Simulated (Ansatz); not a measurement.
Ansatz (a program for electronic structure) input (B97M-V/def2-TZVPD):

Ansatz 0.2 input:
```yaml
crystal:
  periodic: [false, false, false]
  atoms:
    - {symbol: Cl, position_ang: [2.11238237, -1.48098073, -0.17882128]}
    - {symbol: Si, position_ang: [1.28504182, 0.52473462, 0.48185736]}
    - {symbol: Si, position_ang: [-0.87509445, -0.23788371, -0.14988175]}
    - {symbol: Cl, position_ang: [-2.38560853, 1.29615223, 0.00395376]}
    - {symbol: H, position_ang: [1.44882146, 1.20214229, -0.88188977]}
    - {symbol: H, position_ang: [-1.11117771, -0.76854928, -1.52850034]}
    - {symbol: H, position_ang: [-1.43206238, -1.30742118, 0.73547914]}
basis:
  gaussian:
    orbitals: def2-TZVPD
hamiltonian:
  xc: {name: B97M-V}
total_charge: -1
output: {forces: true}
```

Output:

```
Functional definition: B97M-V
integrals: 0.18 GiB planned
1263 factors; their error is unknown
0.34 GiB of the device are held for the grids
1.18 GiB of device memory are held for the factors and their scratch space
mean field: 1.01 GiB planned
mean field evaluation 1: about -40843.2304 eV, gradient 1.4e1 eV
mean field evaluation 2: about -40843.3586 eV, gradient 1.4e1 eV
mean field evaluation 4: about -40844.0549 eV, gradient 1.0e0 eV
mean field evaluation 8: about -40844.0497 eV, gradient 2.9e-2 eV
mean field evaluation 16: about -40844.0497 eV, gradient 3.0e-5 eV
mean field -40844.04968302 eV, -1500.9911407596 hartree, gradient 3.0e-5 eV, S^2 0.000000; 0 other end points of the search recorded, 0 dependent functions left out
the calculation of the forces begins
reference -40844.04977822 eV, -1500.9911442584 hartree; 33, 33 occupied and 172, 172 virtual orbitals, 1263 factors
Total energy: -40844.04977822 eV, -1500.9911442584 hartree
Atom 0 at     2.112382    -1.480981    -0.178821 Å, force    -0.106166     0.209361     0.065977 eV/Å
Atom 1 at     1.285042     0.524735     0.481857 Å, force    -0.061497    -0.305252     0.036469 eV/Å
Atom 2 at    -0.875094    -0.237884    -0.149882 Å, force     0.027471     0.350418     0.085454 eV/Å
Atom 3 at    -2.385609     1.296152     0.003954 Å, force     0.197623    -0.190657    -0.015779 eV/Å
Atom 4 at     1.448821     1.202142    -0.881890 Å, force    -0.007331     0.050170    -0.123589 eV/Å
Atom 5 at    -1.111178    -0.768549    -1.528500 Å, force    -0.023915    -0.049235    -0.092746 eV/Å
Atom 6 at    -1.432062    -1.307421     0.735479 Å, force    -0.026184    -0.064806     0.044214 eV/Å
Dipole moment:    -0.436354    -0.002818    -0.096149 e Å
```

It need not be the lowest isomer of its formula. Whether it binds its extra electron was not tested at this geometry.
